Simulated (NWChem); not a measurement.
Species: C₂H₃BO₂; SMILES C#CB(O)O

```xyz
8

B      0.0000     0.0000    -0.5207
C      0.0000     0.0000     1.0310
C      0.0000     0.0000     2.2478
H      0.0000     0.0000     3.3235
O      0.0000     1.1580    -1.2253
H      0.0000     1.9323    -0.6561
O      0.0000    -1.1580    -1.2253
H      0.0000    -1.9323    -0.6561
```
Atoms are numbered in this order, from 1.

Level: PBE0/def2-SVP (NWChem), optimised geometry, unscaled harmonic frequencies. 

Question: List the harmonic frequencies with IR intensities, and the thermochemistry.

Answer: 
```
frequency (cm⁻¹)  IR intensity (km/mol)
----------------  ---------------------
163                                 0.5
237                                 0.1
423                                 1.2
496                                 0.0
511                                36.0
557                               157.4
666                               124.7
728                                32.7
737                                 0.9
759                                31.2
1007                              251.7
1010                               46.0
1340                              473.5
1491                              304.7
2195                               53.0
3477                               47.5
3940                              195.2
3941                                5.9
```

```yaml
zero_point_energy: 33.8 kcal/mol
thermal correction to the enthalpy at 298.15 K (with zero-point energy): 37.8 kcal/mol
heat capacity Cv: 18.8 cal/(mol K)
entropy at 298.15 K and 1 atm (symmetry number 2): 71.2 cal/(mol K)
dipole_moment: 2.71 D
```

Rigid rotor and harmonic oscillator.
